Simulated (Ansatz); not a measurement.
This geometry of AlFH2O + H3P (9 atoms, charge 0, multiplicity 1) is a first-order saddle point.

The calculation used RKS BHLYP-D4/6-31G* in Ansatz.

```xyz
9
Properties=species:S:1:pos:R:3
Al 0.385 0.346 0.269
O -0.289 -0.205 1.867
H -1.152 -0.625 1.920
H 1.889 0.056 -0.042
F -0.760 0.183 -0.907
P 0.027 2.667 1.446
H 1.405 2.756 1.179
H -0.433 2.872 0.130
H -0.315 1.061 1.930
```

Task: Which two structures does it join? (They come from a converged band through this point; their orientation in space is the band's.)

Result: Bonds broken: P6–H9. Bonds formed: Al1–P6, O2–H9. AlFH2O + H3P becomes AlFH5OP.

Initial state:

```xyz
9
Properties=species:S:1:pos:R:3
Al 0.190 -0.125 0.241
O -0.332 -0.787 1.703
H -1.244 -0.867 1.967
H 1.704 -0.117 -0.122
F -0.925 0.405 -0.846
P 0.250 3.166 1.408
H 1.536 2.728 1.030
H -0.383 2.695 0.239
H -0.040 2.015 2.172
```

Final state:

```xyz
9
Properties=species:S:1:pos:R:3
Al 0.363 0.551 0.291
O -0.355 -0.261 1.980
H -1.186 -0.681 1.731
H 1.680 -0.252 -0.029
F -1.020 0.084 -0.519
P 0.394 2.772 1.064
H 1.697 3.117 0.654
H -0.266 3.374 -0.026
H -0.551 0.407 2.646
```

Task: How far does it lie above each of them?

Result: 1.19 eV above the first and 1.16 eV above the second. This is the barrier of this one path; another mechanism may lie lower. The orbitals stay closed-shell, which can raise the energy where a bond breaks towards radicals; this wasn't checked here.

Run time: 6.5 min on 1 thread of Arm Neoverse V2, with other jobs on the host, peak memory 0.15 GiB.
